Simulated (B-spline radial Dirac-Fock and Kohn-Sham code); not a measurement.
## The Ho atom: differential elastic cross section for electrons at 58.5 keV

Method: relativistic (Dirac) partial waves in the static field of the Dirac-Fock atom with Furness-McCarthy exchange, without polarisation or absorption potentials. Computed with a B-spline atomic structure program.

```
θ (°)  dσ/dΩ (a₀²/sr)  Sherman function
    5            4.40             0.000
   10           0.474             0.001
   15           0.121             0.003
   20          0.0450             0.007
   25          0.0213             0.012
   30          0.0115             0.015
   35         0.00683             0.016
   40         0.00437             0.014
   45         0.00298             0.007
   50         0.00213            -0.005
   55         0.00158            -0.022
   60         0.00122            -0.042
   65        0.000958            -0.065
   70        0.000771            -0.091
   75        0.000633            -0.118
   80        0.000529            -0.145
   85        0.000448            -0.172
   90        0.000385            -0.198
   95        0.000335            -0.221
  100        0.000295            -0.241
  105        0.000263            -0.257
  110        0.000237            -0.269
  115        0.000215            -0.276
  120        0.000198            -0.279
  125        0.000183            -0.276
  130        0.000171            -0.269
  135        0.000161            -0.257
  140        0.000152            -0.241
  145        0.000146            -0.220
  150        0.000140            -0.196
  155        0.000136            -0.168
  160        0.000132            -0.138
  165        0.000129            -0.105
  170        0.000128            -0.071
  175        0.000127            -0.036
```

The total elastic cross section is 1.01 a₀², the first transport cross section 0.00886 a₀² and the second, weighted with (3/2) sin²θ, 0.0197 a₀². The mean deflection is ⟨1 − cos θ⟩ = 0.00874, and 0.13 % of the collisions scatter beyond 90°.

Phase shifts modulo π (rad) for κ = −1 to −5: 0.793, -0.258, -0.814, -1.176, -1.437.
